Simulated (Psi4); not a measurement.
C$_{3}$H$_{5}$ (SMILES [CH]=CC), doublet, at a GFN2-xTB geometry, with bond 3-1 at 1.3 times its length; CAM-B3LYP/def2-SV(P) in Psi4.

Input for Psi4:
```
memory 2 GB

molecule mol {
0 2
C     1.325170    0.179964   -0.009489
C     0.060959    0.441362   -0.016029
H     2.535928    0.847698   -0.036280
H    -0.311249    1.475660   -0.052421
C    -1.045896   -0.572802    0.022998
H    -0.642507   -1.580553    0.058364
H    -1.670082   -0.408215    0.900581
H    -1.674084   -0.471648   -0.861307
}

set {
  basis def2-sv(p)
  reference uks
  dft_radial_points 99
}

energy('cam-b3lyp')
print_variables()
```

The log (banner, timings and long lists left out):

```
   => Loading Basis Set <=

    Name: DEF2-SV(P)
    Role: ORBITAL
    Keyword: BASIS

         ---------------------------------------------------------
                                   SCF
               by Justin Turney, Rob Parrish, Andy Simmonett
                          and Daniel G. A. Smith
                              UKS Reference
         ---------------------------------------------------------

  ==> Geometry <==

    Molecular point group: c1
    Full point group: C1

    Geometry (in Angstrom), charge = 0, multiplicity = 2:

       Center              X                  Y                   Z               Mass
    ------------   -----------------  -----------------  -----------------  -----------------
         C            1.268955001968     0.169141217716    -0.008971614027    12.000000000000
         C            0.004744001968     0.430539217716    -0.015511614027    12.000000000000
         H            2.479713001968     0.836875217716    -0.035762614027     1.007825032230
         H           -0.367463998032     1.464837217716    -0.051903614027     1.007825032230
         C           -1.102110998032    -0.583624782284     0.023515385973    12.000000000000
         H           -0.698721998032    -1.591375782284     0.058881385973     1.007825032230
         H           -1.726296998032    -0.419037782284     0.901098385973     1.007825032230
         H           -1.730298998032    -0.482470782284    -0.860789614027     1.007825032230

  Running in c1 symmetry.

  Rotational constants: A =      1.93577  B =      0.31408  C =      0.28452 [cm^-1]
  Rotational constants: A =  58033.03058  B =   9415.84569  C =   8529.73209 [MHz]
  Nuclear repulsion =   63.796093090902446

  Charge       = 0
  Multiplicity = 2
  Electrons    = 23
  Nalpha       = 12
  Nbeta        = 11

  ==> Algorithm <==

  SCF Algorithm Type is DF.
  DIIS enabled.
  MOM disabled.
  Fractional occupation disabled.
  Guess Type is SAD.
  Energy threshold   = 1.00e-06
  Density threshold  = 1.00e-06
  Integral threshold = 1.00e-12

  ==> Primary Basis <==

  Basis Set: DEF2-SV(P)
    Blend: DEF2-SV(P)
    Number of shells: 28
    Number of basis functions: 52
    Number of Cartesian functions: 55
    Spherical Harmonics?: true
    Max angular momentum: 2

  ==> DFT Potential <==

   => LibXC <=

    Version 7.1.2
    S. Lehtola, C. Steigemann, M. J. T. Oliveira, and M. A. L. Marques,  SoftwareX 7, 1–5 (2018) (10.1016/j.softx.2017.11.002)

   => Composite Functional: CAM-B3LYP <=

    CAM-B3LYP Hyb-GGA Exchange-Correlation Functional

    T. Yanai, D. P. Tew, and N. C. Handy,  Chem. Phys. Lett. 393, 51 (2004) (10.1016/j.cplett.2004.06.011)

    Deriv               =              1
    GGA                 =           TRUE
    Meta                =          FALSE

    Exchange Hybrid     =           TRUE
    MP2 Hybrid          =          FALSE

   => Exchange Functionals <=

    0.3500         Becke 88 [omega = 0.3300]
    0.4600   Short-range recipe for B88 functional - erf [omega = 0.3300]

   => Exact (HF) Exchange <=

    0.4600            HF,LR [omega = 0.3300]
    0.1900               HF

   => Correlation Functionals <=

    0.1900   Vosko, Wilk & Nusair (VWN5)
    0.8100   Lee, Yang & Parr

   => LibXC Density Thresholds  <==

    XC_HYB_GGA_XC_CAM_B3LYP:  1.00E-14

   => Molecular Quadrature <=

    Radial Scheme          =       TREUTLER
    Pruning Scheme         =           NONE
    Nuclear Scheme         =       TREUTLER

    Blocking Scheme        =         OCTREE
    BS radius alpha        =              1
    Pruning alpha          =              1
    Radial Points          =             99
    Spherical Points       =            302
    Total Points           =         227075
    Total Blocks           =           1715
    Max Points             =            256
    Max Functions          =             52
    Weights Tolerance      =       1.00E-15

   => Loading Basis Set <=

    Name: (DEF2-SV(P) AUX)
    Role: JKFIT
    Keyword: DF_BASIS_SCF

  ==> Integral Setup <==

  SCF_SUBTYPE=INCORE selected. In-core MEM_DF algorithm will be used.
  Using in-core AOs.

  ==> MemDFJK: Density-Fitted J/K Matrices <==

    J tasked:                   Yes
    K tasked:                   Yes
    wK tasked:                  Yes
    Omega:                3.300E-01
    Algorithm:                 Core
    Schwarz Cutoff:           1E-12
    Mask sparsity (%):       0.0740
    Fitting Condition:        1E-10

   => Auxiliary Basis Set <=

  Basis Set: (DEF2-SV(P) AUX)
    Blend: DEF2-UNIVERSAL-JKFIT
    Number of shells: 105
    Number of basis functions: 315
    Number of Cartesian functions: 367
    Spherical Harmonics?: true
    Max angular momentum: 4

  Minimum eigenvalue in the overlap matrix is 2.7122975635E-03.
  Reciprocal condition number of the overlap matrix is 4.9245336474E-04.
    Using symmetric orthogonalization.

  ==> Pre-Iterations <==

  SCF Guess: Superposition of Atomic Densities via on-the-fly atomic UHF (no occupation information).

   -------------------------
    Irrep   Nso     Nmo
   -------------------------
     A         52      52
   -------------------------
    Total      52      52
   -------------------------

  ==> Iterations <==

                           Total Energy        Delta E     RMS |[F,P]|

   @DF-UKS iter SAD:  -116.31569887258198   -1.16316e+02   0.00000e+00
   @DF-UKS iter   1:  -116.80664610275360   -4.90947e-01   1.11512e-02 ADIIS/DIIS
   @DF-UKS iter   2:  -116.85653225614392   -4.98862e-02   1.00113e-02 ADIIS/DIIS
   @DF-UKS iter   3:  -117.00774878478225   -1.51217e-01   1.15151e-03 ADIIS/DIIS
   @DF-UKS iter   4:  -117.00940261543029   -1.65383e-03   5.95910e-04 ADIIS/DIIS
   @DF-UKS iter   5:  -117.01007853089754   -6.75915e-04   1.07969e-04 ADIIS/DIIS
   @DF-UKS iter   6:  -117.01015910187706   -8.05710e-05   5.45254e-05 DIIS
   @DF-UKS iter   7:  -117.01019707869217   -3.79768e-05   2.80809e-05 DIIS
   @DF-UKS iter   8:  -117.01020932828123   -1.22496e-05   1.52257e-05 DIIS
   @DF-UKS iter   9:  -117.01021170316240   -2.37488e-06   7.06894e-06 DIIS
   @DF-UKS iter  10:  -117.01021224615715   -5.42995e-07   2.31569e-06 DIIS
   @DF-UKS iter  11:  -117.01021228617049   -4.00133e-08   8.32451e-07 DIIS
  Energy and wave function converged.

  ==> Post-Iterations <==

   Electrons on quadrature grid:
      Nalpha   =   11.9999999207 ; deviation = -7.933e-08
      Nbeta    =   10.9999997621 ; deviation = -2.379e-07
      Ntotal   =   22.9999996828 ; deviation = -3.172e-07

   @Spin Contamination Metric:   1.076626928E-02
   @S^2 Expected:                7.500000000E-01
   @S^2 Observed:                7.607662693E-01
   @S   Expected:                5.000000000E-01
   @S   Observed:                5.000000000E-01

    Orbital Energies [Eh]
    ---------------------

    Alpha Occupied:

[...]
    Alpha Virtual:

[...]
      52A      2.895863

    Beta Occupied:

[...]
    Beta Virtual:

[...]
    Final Occupation by Irrep:
              A
    DOCC [    11 ]
    SOCC [     1 ]
    NA   [    12 ]
    NB   [    11 ]

  @DF-UKS Final Energy:  -117.01021228617049

   => Energetics <=

    Nuclear Repulsion Energy =             63.7960930909024455
    One-Electron Energy =                -282.0985309482458661
    Two-Electron Energy =                 114.1504018811159824
    DFT Exchange-Correlation Energy =     -12.8581763099430404
    Empirical Dispersion Energy =           0.0000000000000000
    VV10 Nonlocal Energy =                  0.0000000000000000
    Total Energy =                       -117.0102122861704856

  UHF NO Occupations:
  HONO-2 :   10  A 1.9993168
  HONO-1 :   11  A 1.9956451
  HONO-0 :   12  A 1.0000000
  LUNO+0 :   13  A 0.0043549
  LUNO+1 :   14  A 0.0006832
  LUNO+2 :   15  A 0.0002126
  LUNO+3 :   16  A 0.0000813

Computation Completed

Properties will be evaluated at   0.000000,   0.000000,   0.000000 [a0]

Properties computed using the SCF density matrix

 Multipole Moments:

 ------------------------------------------------------------------------------------
     Multipole            Electronic (a.u.)      Nuclear  (a.u.)        Total (a.u.)
 ------------------------------------------------------------------------------------

 L = 1.  Multiply by 2.5417464519 to convert [e a0] to [Debye]
 Dipole X            :          1.6743341           -1.9153148           -0.2409807
 Dipole Y            :          0.3982612           -0.1792178            0.2190434
 Dipole Z            :         -0.0181423            0.0108033           -0.0073390
 Magnitude           :                                                    0.3257385

 ------------------------------------------------------------------------------------

  Variable Map:
  ----------------------------------------------------------------------------
[...]
  Array Variable Map:
  ----------------------------------------------------------------------------
[...]
[...]
```
